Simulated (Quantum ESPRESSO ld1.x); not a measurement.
The numbers below are computed, except where a source is named.
Spin polarisation of the 4p5 shell in Br. Start: [Ar] 3d10 4s2 4p(up 2.5, down 2.5); electrons of 4p are moved from spin down to spin up, other shells keep equal spins. Code: ld1.x of Quantum ESPRESSO 7.5. Model: non-relativistic Kohn-Sham, LDA (Slater exchange, VWN5 correlation), spin-polarised, spherical densities, point nucleus.

moment (Bohr magnetons),E - E(0) (eV),e(4p up) (eV),e(4p down) (eV),4s down minus up (eV),3d down minus up (eV)
0,0.000,-8.036,-8.036,0.000,0.000
0.25,-0.010,-8.116,-7.954,0.175,0.031
0.5,-0.040,-8.192,-7.868,0.350,0.062
0.75,-0.091,-8.266,-7.780,0.526,0.093
1,-0.162,-8.336,-7.687,0.702,0.124

At moment 1 the spin-polarisation energy is -0.162 eV and the 4p exchange splitting 0.649 eV, that is 0.649 eV per Bohr magneton; E = -I m^2/4 would give I = 0.648 eV.
